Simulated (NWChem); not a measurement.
System: GeHF, singlet; SMILES [GeH][F]

```xyz
3

Ge     0.0450     0.3723     0.0000
H     -1.5580     0.5412     0.0000
F      0.0133    -1.3840     0.0000
```
Atoms are numbered in this order, from 1.

Results from NWChem. Low-valent species are run as closed-shell singlets; no triplet was tried in these runs. Coordinates come from a PBE0/def2-SVP optimisation. Ions are spin-unrestricted doublets at the neutral geometry; other ion states weren't tried.

For level M06-2X/def2-TZVP:

```yaml
vertical ionisation energy, ΔSCF (eV): 9.75
"−ε(HOMO) (eV)": 8.27
```

Problem. What are these values for level Hartree-Fock/def2-TZVP?

Solution. The vertical ionisation energy, ΔSCF (eV) is 9.04 and the −ε(HOMO) (eV) is 9.79.
